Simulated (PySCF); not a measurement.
Coordinates in bohr (charge 0 multiplicity 4):
```
Mo    0.0000    0.0000    0.0000
I     4.8782    0.0000    0.0000
I    -2.4391    4.2247    0.0000
I    -2.4391   -4.2247    0.0000
```

All numbers come from PySCF, UPBE0, basis Mo def2-TZVP with ECP28, I def2-TZVP with ECP28 (scalar-relativistic core potentials, no spin–orbit coupling, density fitting).

This geometry of MoI₃ is a stationary point at this level.

Q: What is the point group?

A: D3h.

Q: Is it a minimum?

A: Yes: all harmonic wavenumbers are real, though the softest, 40 cm⁻¹, leaves little margin.

Q: Which band is strongest in the infrared?

A: 273 cm⁻¹ (e'), 77 km/mol.

Q: Give the atomic charges and bond orders.

A: 
| atom | Mulliken | Löwdin | polar tensor | spin (Mulliken) | Mayer order to Mo1 |
| --- | --- | --- | --- | --- | --- |
| Mo1 | 0.76 | -0.57 | 1.15 | 3.19 | – |
| I2,3,4 | -0.25 | 0.19 | -0.38 | -0.06 | 1.15 |

This need not be the most stable arrangement of these atoms. With open d or f shells other occupations or spin states may lie lower. Spin–orbit coupling, left out here, can matter for elements this heavy.
